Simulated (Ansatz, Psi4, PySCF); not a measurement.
C2H8AlNO (SMILES C[CH2][Al]([NH2])[OH]), singlet, geometry from GFN2-xTB (such geometries of metal compounds can be far from the true shape), atoms displaced at random by about 0.08 Å a coordinate. Base run: HF/STO-3G, gradient in PySCF.

The PySCF input:
```python
from pyscf import gto, scf

mol = gto.M(
    atom='''
Al   -0.034677    0.179396    0.575072
C     0.302930   -1.014678   -1.189939
C     0.211735   -0.220295   -2.351809
H    -0.371491   -1.874497   -1.246437
H     1.088047   -1.509909   -1.245697
H     0.890397    0.634666   -2.408101
H    -0.738514    0.451271   -2.360386
H     0.344044   -0.621581   -3.294719
O    -0.757373    1.425234    0.564768
H    -1.157992    2.351429    0.648973
N     0.476835   -0.777820    2.218245
H     0.305843   -0.216638    3.094514
H     0.883907   -1.558820    2.140246
''',
    basis='sto-3g',
    charge=0,
    spin=0,
    verbose=3,
)

mf = scf.RHF(mol)
mf.kernel()
g = mf.nuc_grad_method()
grad = g.kernel()
```

Programs used: Ansatz (a first-principles code), Psi4, PySCF; a row that names a program was run with it.

The coordinate followed is z of atom 11.

The base run was repeated with changes; each row names its change, and settings that it needs were set with it.

```json
[
 {"change": "base", "dE/dx (Eh/bohr)": "0.076252", "net force (Eh/bohr)": "0.000000"},
 {"change": "finite difference step (bohr) = 1e-5; conv_tol = 1e-11", "dE/dx (Eh/bohr)": "0.076252", "net force (Eh/bohr)": "-"},
 {"change": "conv_tol = 1e-4", "dE/dx (Eh/bohr)": "0.076291", "net force (Eh/bohr)": "0.000000"},
 {"change": "conv_tol = 1e-6", "dE/dx (Eh/bohr)": "0.076267", "net force (Eh/bohr)": "0.000000"},
 {"change": "finite difference step (bohr) = 1e-3; conv_tol = 1e-11", "dE/dx (Eh/bohr)": "0.076252", "net force (Eh/bohr)": "-"},
 {"change": "density fitting = on; auxbasis_response = off", "dE/dx (Eh/bohr)": "0.076836", "net force (Eh/bohr)": "0.002319"},
 {"change": "code = psi4", "dE/dx (Eh/bohr)": "0.076257", "net force (Eh/bohr)": "0.000000"},
 {"change": "code = ansatz", "dE/dx (Eh/bohr)": "0.076250", "net force (Eh/bohr)": "0.000000"},
 {"change": "conv_tol = 1e-11", "dE/dx (Eh/bohr)": "0.076252", "net force (Eh/bohr)": "0.000000"},
 {"change": "finite difference step (bohr) = 0.01; conv_tol = 1e-11", "dE/dx (Eh/bohr)": "0.076262", "net force (Eh/bohr)": "-"},
 {"change": "finite difference step (bohr) = 0.05; conv_tol = 1e-11", "dE/dx (Eh/bohr)": "0.076511", "net force (Eh/bohr)": "-"},
 {"change": "density fitting = on", "dE/dx (Eh/bohr)": "0.076257", "net force (Eh/bohr)": "0.000000"}
]
```

The net force is zero for an exact gradient.
